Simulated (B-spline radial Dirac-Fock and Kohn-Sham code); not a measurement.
## Te⁴⁺ in Watson spheres of different radius

Method: Dirac-Fock ΔSCF + Breit + QED. Computed with a radial finite-basis atomic code. The ion, [Kr] 4d10 5s2, sits in a hollow sphere of charge Q = -4, a simple model of the Madelung potential. Inside the sphere an electron's potential energy is raised by the constant 14.40·|Q|/R eV, so binding energies fall by about that much as long as the orbitals stay inside.

| radius (Å) | 14.40 |Q|/R (eV) | 1s (eV) | 2s (eV) | 2p1/2 (eV) | 2p3/2 (eV) | 3s (eV) | 3p1/2 (eV) | 3p3/2 (eV) | 3d3/2 (eV) | 3d5/2 (eV) | 4s (eV) | 4p1/2 (eV) | 4p3/2 (eV) | 4d3/2 (eV) | 4d5/2 (eV) | 5s (eV) |
| --- | --- | --- | --- | --- | --- | --- | --- | --- | --- | --- | --- | --- | --- | --- | --- | --- |
| 1.8 | 32.00 | 31837.3 | 4969.9 | 4637.4 | 4366.5 | 1033.7 | 896.8 | 845.2 | 606.5 | 596.1 | 201.0 | 152.0 | 142.2 | 62.63 | 61.16 | 24.31 |
| 2 | 28.80 | 31840.4 | 4973.1 | 4640.6 | 4369.6 | 1036.8 | 899.9 | 848.3 | 609.6 | 599.2 | 204.1 | 155.1 | 145.3 | 65.78 | 64.31 | 27.44 |

From the smallest to the largest radius 1s moves by +3.1 eV, while the constant potential alone would give +3.2 eV; the difference comes from charge outside the sphere and its screening.
